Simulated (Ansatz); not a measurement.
Born–Oppenheimer molecular dynamics of CH6BNO (10 atoms, charge 0, multiplicity 1). It goes on from the last frame of an earlier run, with new velocities.

Level of theory: RKS r2SCAN-D4/STO-3G (Ansatz 0.2.0).

```yaml
ensemble: NVE (velocity Verlet)
time_step: 0.5 fs
steps_asked: 150
starting_velocities_drawn_for: 1500 K
seed: 50205
```

First frame:

```xyz
10
Properties=species:S:1:pos:R:3
B -0.192 -0.058 -0.085
C 0.131 -0.125 1.463
H -0.697 -0.244 2.247
H 0.761 -1.202 1.563
H 0.852 0.564 1.884
O 0.979 -0.072 -0.815
H 1.841 -0.053 -0.151
N -1.401 -0.038 -0.842
H -2.327 0.043 -0.494
H -1.343 0.058 -1.888
```

(1) How far do the bonds stretch over the last three quarters of this one trajectory? (Pairs bonded in most of those frames.)

## Answers

(1) 
```
  bond  mean (Å)  spread (Å)  shortest  longest
 B1–C2     1.621       0.041      1.54     1.69
 B1–O6     1.404       0.030      1.34     1.46
 B1–N8     1.416       0.025      1.37     1.47
 C2–H3     1.109       0.027      1.06     1.16
 C2–H4     1.122       0.079      0.99     1.25
 C2–H5     1.123       0.066      1.00     1.24
 O6–H7     1.035       0.084      0.91     1.15
 N8–H9     1.040       0.034      0.98     1.10
N8–H10     1.040       0.034      0.98     1.10
```

Mean temperature of the second half: 1207 K. The conserved energy stayed within 1.3 meV per atom of its start (net change 0.079 meV per atom), so the integration is sound. A run of 0.075 ps of so small a system gives no equilibrium averages. Limits of this set-up: minimal basis.

Time of the run: 5.4 min on 1 thread of Arm Neoverse V1 (shared host), peak memory 0.1 GiB.
